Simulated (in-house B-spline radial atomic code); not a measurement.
A calculation on Co³⁺: its settings, and results tabulated from the run. Computed with an all-electron radial atomic-structure program (B-spline basis): non-relativistic PBE, spin-polarised, spherical fractional occupations, point nucleus, inside a hard spherical wall at 3.14 bohr.

Command:
```bash
python run_scf.py task.json out
```
Settings:
```
Z                27
configuration    [Ne] 3s2 3p5 3d7
hamiltonian      nr
method           pbe,pbe
spin_polarised   True
wall_radius      3.14
```

Output (hartree, bohr):
```
 radial grid: 40 intervals, B-splines of order 8, outer radius 3.14 bohr

 iter        energy (Eh)    residual
    1       -1366.339270    5.08e-01
    2       -1370.221450    6.07e-01
    3       -1377.938665    7.82e-02
    4       -1378.139147    1.89e-02
    5       -1378.142875    3.69e-03
    6       -1378.142967    1.02e-03
    7       -1378.142992    5.61e-04
    8       -1378.143002    6.76e-06
    9       -1378.143002    4.99e-07
   10       -1378.143002    2.25e-08

 total energy                     -1378.14300
 kinetic                            1377.5382
 electron-nucleus                  -3251.3046
 Hartree                             553.5123
 exchange-correlation                -57.8890

 orbital      occ     eigenvalue          <r>       <r^2>       <1/r>     <1/r^2>       r_max
 1s up      1.000      -277.7777    0.0569049  0.00434094     26.5152     1415.06      0.0375
 1s down    1.000      -277.7594    0.0569018  0.00434046     26.5163     1415.16      0.0375
 2s up      1.000       -33.9270     0.258772   0.0789784     5.70634     133.419       0.216
 2s down    1.000       -33.8478     0.258404    0.078732     5.71391      133.73      0.2159
 2p up      3.000       -29.6585     0.226224   0.0627983     5.66373     43.9684      0.1731
 2p down    3.000       -29.5888     0.225875   0.0625756     5.66984     44.0459      0.1731
 3s up      1.000        -5.1554     0.775231    0.692092      1.8215     20.4343      0.6743
 3s down    1.000        -4.9612     0.779718    0.700823     1.80934     20.1353      0.6758
 3p up      3.000        -3.8685     0.805142    0.760471     1.70289     6.37264      0.6781
 3p down    2.000        -3.6788     0.812464    0.775728     1.68769     6.26303      0.6804
 3d up      5.000        -1.7314     0.904114     1.00871     1.41537     2.66205      0.6505
 3d down    2.000        -1.5584     0.929098     1.06964     1.38723     2.57848       0.658
```

Cost of the run: 0.07 s on 1 thread of Arm Neoverse V1, on a shared host.
